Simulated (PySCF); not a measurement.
**Static response to an electric field**

(H2Al-mu-AsH2)2.
Structure used (PBE0-D3(BJ)/def2-SVP), in Å, numbered top down from 1:
```
atom  x, y, z in Å
Al1    0.0402   -1.8924    0.2549
H2    -1.2908   -2.6262    0.7228
H3     1.4381   -2.5943   -0.0304
As4    0.4312    0.2130    1.6244
Al5    0.0207    1.8761   -0.2561
H6    -1.3356    2.6687   -0.0054
H7     1.3970    2.5244   -0.7204
As8   -0.4442   -0.2273   -1.6062
H9    -0.4652    0.3797    2.8233
H10    1.7735    0.3102    2.2999
H11    0.3763   -0.4027   -2.8562
H12   -1.8258   -0.3120   -2.1995
```

Level: PBE0/def2-SVPD (PySCF), static field, nuclei fixed, core orbitals frozen in the response. The polarisability tensor in these axes (au):

```
x   108.18   0.92   8.24
y     0.92 145.29  -1.14
z     8.24  -1.14 137.00
```

Question: Give the principal values, the mean and the anisotropy Δα = √{½[(α1 − α2)² + (α2 − α3)² + (α1 − α3)²]}.

Answer: Principal values 105.95, 139.07 and 145.44 au; mean 130.16 au = 19.29 Å³ = 21.46 × 10⁻⁴⁰ C²·m²/J; Δα = 36.72 au (28 % of the mean).

Question: What is the dipole moment?

Answer: 0.10 D at this geometry.

Question: How large is μ²/3kT at 400 K beside α?

Answer: In Gaussian units μ²/3kT = 0.06 Å³ against 19.29 Å³, a ratio of 0.00; the Debye molar polarisation (4π/3)N_A(α + μ²/3kT) is 48.8 cm³/mol, leaving out the vibrational part.

Question: What molar refraction does this α imply?

Answer: Lorentz–Lorenz: R = (4π/3)N_A α = 2.5225 cm³/(mol·Å³) × 19.29 Å³ = 48.7 cm³/mol, in the limit of long wavelengths.

Question: Directions of the eigenvectors, and the extent of the frame along each?

Answer: Largest value along (-0.01, 0.99, -0.14), where the nuclei span 5.34 Å; middle along (0.26, 0.14, 0.96), 5.39 Å; least along (0.97, -0.03, -0.26), 2.84 Å. 

Question: What are the principal values of the traceless quadrupole moment, Θ = ½Σq(3rr − r²1), about the centre of nuclear charge?

Answer: -13.35, -2.21, 15.56 D·Å. The values depend on the origin, since the dipole doesn't vanish. The electronic extent ⟨r²⟩ about the same centre is 1409 bohr², a root-mean-square distance of 1.99 Å for the 100 electrons.

Question: What would n − 1 = 2πNα be for an ideal gas of these molecules at 273.15 K and 1 atm, electronic part alone?

Answer: N = p/kT = 2.6868 × 10¹⁹ cm⁻³, so n − 1 = 2π × N × 19.29 × 10⁻²⁴ cm³ = 3256 × 10⁻⁶ at long wavelengths.

One conformer (not necessarily the lowest) at the PBE0-D3(BJ)/def2-SVP geometry, without solvent, vibrations or thermal averaging. The calculation is non-relativistic, for arsenic too.
